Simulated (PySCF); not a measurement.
## Radial density of Kr (krypton, neutral)

UHF, [Kr], closed-shell 1S. Computed with PySCF 2.14 in x2c-QZVPPall, with scalar relativity by spin-free X2C-1e.

| r (bohr) | 4πr²ρ (e/bohr) |
| --- | --- |
| 0.000726 | 0.3690 |
| 0.00122 | 0.9121 |
| 0.00206 | 2.206 |
| 0.00346 | 5.152 |
| 0.00581 | 11.30 |
| 0.00978 | 22.26 |
| 0.0165 | 36.58 |
| 0.0277 | 44.91 |
| 0.0465 | 39.13 |
| 0.0783 | 40.44 |
| 0.132 | 53.62 |
| 0.221 | 34.02 |
| 0.373 | 35.52 |
| 0.627 | 25.00 |
| 1.05 | 6.520 |
| 1.77 | 4.741 |
| 2.98 | 1.051 |
| 5.02 | 0.03790 |
| 8.44 | 2.321e-05 |

Densities and radii are taken from the X2C orbitals without a picture-change correction, which distorts them close to the nucleus.
